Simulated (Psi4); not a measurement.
F$_{4}$Sb (SMILES [F][Sb+]([F])([F])[F]), charge +1, singlet, at a GFN2-xTB geometry (core potentials on Sb); HF/def2-QZVPP (Psi4).

Here is a job for Psi4.
```
memory 2 GB

molecule mol {
1 1
Sb    0.000000    0.000000    0.000000
F     1.787168   -0.303572   -0.627887
F    -0.081558    0.810226    1.737023
F    -0.735080    1.128017   -1.366602
F    -0.970530   -1.634671    0.257466
}

set {
  basis def2-qzvpp
  reference rhf
}

energy('scf')
print_variables()
```

What the program printed (banner, timings and long lists left out):

```
   => Loading Basis Set <=

    Name: DEF2-QZVPP
    Role: ORBITAL
    Keyword: BASIS

    !!!  WARNING: ECP capability is in beta. Please check occupations closely.  !!!

         ---------------------------------------------------------
                                   SCF
               by Justin Turney, Rob Parrish, Andy Simmonett
                          and Daniel G. A. Smith
                              RHF Reference
         ---------------------------------------------------------

  ==> Geometry <==

    Molecular point group: c1
    Full point group: C1

    Geometry (in Angstrom), charge = 1, multiplicity = 1:

       Center              X                  Y                   Z               Mass
    ------------   -----------------  -----------------  -----------------  -----------------
         SB          -0.000000000000     0.000000000000     0.000000000000   120.903812000000
         F            1.787168000000    -0.303572000000    -0.627887000000    18.998403162730
         F           -0.081558000000     0.810226000000     1.737023000000    18.998403162730
         F           -0.735080000000     1.128017000000    -1.366602000000    18.998403162730
         F           -0.970530000000    -1.634671000000     0.257466000000    18.998403162730

  Running in c1 symmetry.

  Rotational constants: A =      0.09907  B =      0.08733  C =      0.08593 [cm^-1]
  Rotational constants: A =   2969.90982  B =   2618.07427  C =   2576.26086 [MHz]
  Nuclear repulsion =  310.611496305348112

  Charge       = 1
  Multiplicity = 1
  Electrons    = 58
  Nalpha       = 29
  Nbeta        = 29

  ==> Algorithm <==

  SCF Algorithm Type is DF.
  DIIS enabled.
  MOM disabled.
  Fractional occupation disabled.
  Guess Type is SAD.
  Energy threshold   = 1.00e-06
  Density threshold  = 1.00e-06
  Integral threshold = 1.00e-12

  ==> Primary Basis <==

  Basis Set: DEF2-QZVPP
    Blend: DEF2-QZVPP
    Number of shells: 90
    Number of basis functions: 310
    Number of Cartesian functions: 392
    Spherical Harmonics?: true
    Max angular momentum: 4

  Core potential: DEF2-QZVPP
    Number of shells: 4
    Number of ECP primitives: 18
    Number of ECP core electrons: 28
    Max angular momentum: 3

   => Loading Basis Set <=

    Name: (DEF2-QZVPP AUX)
    Role: JKFIT
    Keyword: DF_BASIS_SCF

  ==> Integral Setup <==

  SCF_SUBTYPE=INCORE selected. In-core MEM_DF algorithm will be used.
  Using in-core AOs.

  ==> MemDFJK: Density-Fitted J/K Matrices <==

    J tasked:                   Yes
    K tasked:                   Yes
    wK tasked:                   No
    Algorithm:                 Core
    Schwarz Cutoff:           1E-12
    Mask sparsity (%):      14.8408
    Fitting Condition:        1E-10

   => Auxiliary Basis Set <=

  Basis Set: (DEF2-QZVPP AUX)
    Blend: DEF2-UNIVERSAL-JKFIT
    Number of shells: 146
    Number of basis functions: 526
    Number of Cartesian functions: 681
    Spherical Harmonics?: true
    Max angular momentum: 5

  Minimum eigenvalue in the overlap matrix is 5.9868876336E-04.
  Reciprocal condition number of the overlap matrix is 1.0192180439E-04.
    Using symmetric orthogonalization.

  ==> Pre-Iterations <==

  SCF Guess: Superposition of Atomic Densities via on-the-fly atomic UHF (no occupation information).

   -------------------------
    Irrep   Nso     Nmo
   -------------------------
     A        310     310
   -------------------------
    Total     310     310
   -------------------------

  ==> Iterations <==

                           Total Energy        Delta E     RMS |[F,P]|

   @DF-RHF iter SAD:  -633.85035896746035   -6.33850e+02   0.00000e+00
   @DF-RHF iter   1:  -636.72482954601503   -2.87447e+00   2.10331e-03 ADIIS/DIIS
   @DF-RHF iter   2:  -636.79961054697981   -7.47810e-02   1.66816e-03 ADIIS/DIIS
   @DF-RHF iter   3:  -636.86961810407570   -7.00076e-02   1.56234e-04 ADIIS/DIIS
   @DF-RHF iter   4:  -636.87109596514210   -1.47786e-03   7.17349e-05 DIIS
   @DF-RHF iter   5:  -636.87156091864938   -4.64954e-04   1.78055e-05 DIIS
   @DF-RHF iter   6:  -636.87160467694889   -4.37583e-05   4.09776e-06 DIIS
   @DF-RHF iter   7:  -636.87160657179902   -1.89485e-06   1.16060e-06 DIIS
   @DF-RHF iter   8:  -636.87160661879545   -4.69964e-08   3.53371e-07 DIIS
  Energy and wave function converged.

  ==> Post-Iterations <==

    Orbital Energies [Eh]
    ---------------------

    Doubly Occupied:

[...]
    Virtual:

[...]
    Final Occupation by Irrep:
              A
    DOCC [    29 ]
    NA   [    29 ]
    NB   [    29 ]

  @DF-RHF Final Energy:  -636.87160661879545

   => Energetics <=

    Nuclear Repulsion Energy =            310.6114963053481119
    One-Electron Energy =               -1579.3138289037360664
    Two-Electron Energy =                 631.8307259795925575
    Total Energy =                       -636.8716066187954539

Computation Completed

Properties will be evaluated at   0.000000,   0.000000,   0.000000 [a0]

Properties computed using the SCF density matrix

 Multipole Moments:

 ------------------------------------------------------------------------------------
     Multipole            Electronic (a.u.)      Nuclear  (a.u.)        Total (a.u.)
 ------------------------------------------------------------------------------------

 L = 1.  Multiply by 2.5417464519 to convert [e a0] to [Debye]
 Dipole X            :         -0.0000002            0.0000000           -0.0000002
 Dipole Y            :          0.0000035            0.0000000            0.0000035
 Dipole Z            :          0.0000071           -0.0000000            0.0000071
 Magnitude           :                                                    0.0000079

 ------------------------------------------------------------------------------------

  Variable Map:
  ----------------------------------------------------------------------------
[...]
  Array Variable Map:
  ----------------------------------------------------------------------------
[...]
[...]
```
